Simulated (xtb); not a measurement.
BClFI, SMILES FB(Cl)I. All values are semi-empirical tight-binding results from xtb (GFN2-xTB unless named), good for trends rather than for accurate numbers. Geometry optimised at GFN2-xTB.

Optimised geometry:

```xyz
4

B     -0.4237     0.9981     0.0000
Cl     0.7146     2.2651     0.0000
F     -1.7030     1.2977     0.0000
I      0.0999    -1.0411     0.0000
```

The point group as xtb finds it is Cs and the orbital gap is 4.42 eV. The zero-point energy is 4.7 kcal/mol. The G − E(el) at 298.15 K (modified RRHO) is -14.3 kcal/mol and the static polarisability (D4 model) is 60.8 bohr³. The solvation energy, GFN2-xTB/ALPB(water) is -1.0 kcal/mol and the solvation energy, GFN2-xTB/ALPB(dmso) is -5.8 kcal/mol.

Computed atomic charges and the Wiberg bond orders between heavy atoms:
charges (e) B1 0.50, Cl2 -0.18, F3 -0.23, I4 -0.09. Bond orders B1–Cl2 1.17, B1–F3 1.13, B1–I4 1.07.
